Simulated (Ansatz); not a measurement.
`B[SiH2]OBF`, charge 0, multiplicity 1.

**Question.** Give a relaxed structure at PBE0-D4/def2-TZVP (Ansatz). (An estimate is asked.)

**Answer.** Ansatz gave: 
```xyz
10

B    -0.5358    1.8330    0.9360
Si   -0.7670   -0.0196    0.2174
O     0.3521   -0.4102   -0.9494
B     1.2611   -1.3866   -1.0755
F     2.0112   -1.4122   -2.1676
H    -1.3295    2.2348    1.7362
H     0.3559    2.5612    0.6185
H    -0.6674   -1.0013    1.3380
H    -2.1111   -0.1627   -0.4065
H     1.4306   -2.2364   -0.2471
```
This is one stationary point; other conformers may exist.
